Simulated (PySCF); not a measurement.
5H-1,4-dioxepine (C5H6O2), SMILES C1=COC=COC1.

Geometry: B3LYP-D3(BJ)/def2-SVP. The values are those of a single conformer.

Calculation: SMD-PBE0/def2-SVP (PySCF).

Solvation free energies are E(SMD) − E(gas) at the gas-phase geometry, for 1 M in both phases. In vacuum the dipole moment is 1.05 D.

```
solvent   ΔG(solv) (kcal/mol)  its non-electrostatic (CDS) part  dipole (D)
--------  -------------------  --------------------------------  ----------
water                    -1.4                               4.8        1.46
n-hexane                 -3.0                              -1.5        1.15
methanol                 -3.2                               2.7        1.44
```
